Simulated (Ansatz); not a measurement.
Consider the formal exchange of groups at the Se–Ge bond: `C[Se][GeH2][F]` + `[SiH3]Cl` → `C[Se][SiH2]Cl` + `[F][GeH3]`.

Computed with Ansatz on PBE0-D4/def2-TZVP structures; ΔE is electronic, products minus reactants. CCSD(T)/CBS is the MP2 limit (def2-TZVPP, def2-QZVPP) plus CCSD(T) − MP2 in def2-TZVPP, frozen cores. This one scheme is used for every species. For Ge, Se outer-core shells are correlated without core-valence functions, which leaves a few kJ/mol of doubt a bond. Scalar relativity is left out up to krypton. Each species was taken in one conformer, which may not be the lowest.

```tsv
level	ΔE (eV)
MP2/def2-SVP	0.00
CCSD/CBS(def2)	-0.01
```

(1) What does CCSD(T)/CBS give? (Best estimate.)

Largest T1 diagnostic among the species: 0.012.

Results:

(1) The calculation gave: -0.02 eV. The listed levels differ from it by 0.02, 0.01 eV.

In def2-TZVPP, CCSD(T) changes the Hartree–Fock value by −0.05 eV (the triples alone add −0.01 eV) and MP2 by −0.07 eV. The D4 term adds −0.04 eV with B3LYP and −0.02 eV with PBE0; it sums over pairs of atoms, weighted by their polarisabilities, and B3LYP, whose exchange is more repulsive, gets the larger term.

B3LYP here is the variant with VWN-RPA as its local correlation; programs differ in this.
